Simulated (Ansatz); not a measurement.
Consider the isomerisation: `B1C[SiH2][SiH2]1` → `C[SiH]1B[SiH2]1`.

Calculated with Ansatz (gas phase, PBE0-D4/def2-TZVP geometries, no zero-point term in ΔE). CBS: MP2 limit from def2 TZ/QZ plus the TZ coupled-cluster correction, frozen cores. DFT in def2-TZVPP.

| level | ΔE (eV) |
| --- | --- |
| LDA (SPW92) | 0.79 |
| r2SCANh-D4 | 0.81 |
| BHLYP-D4 | 0.81 |
| ωB97X-V | 0.90 |

Task: What does CCSD(T)/CBS give? (Estimate.)

Result: Computed: +0.76 eV. The listed levels differ from it by 0.03, 0.05, 0.05, 0.14 eV.

Task: What do rigid-rotor, harmonic-oscillator terms from PBE0-D4/def2-TZVP frequencies (298.15 K, 1 bar) make of the CCSD(T)/CBS value? (Best estimate.)

Result: The calculation gave: ΔZPE = +0.03 eV, ΔH = +0.82 eV, ΔS = 19 J/(mol·K), ΔG = +0.76 eV.

Largest T1 diagnostic among the species: 0.015.

From PBE to PBE0 (25 % exact exchange), in def2-TZVPP and without D4, ΔE moves by +0.09 eV. In def2-TZVPP, CCSD(T) changes the Hartree–Fock value by −0.13 eV (the triples alone add −0.04 eV) and MP2 by −0.12 eV. Leaving LDA and LC-ωPBE aside and taking each functional with its dispersion term where it has one, the values, not all of them listed here, spread over 0.28 eV, from BLYP-D4 to ωB97X-V. LDA lies +0.07 eV from PBE without D4.
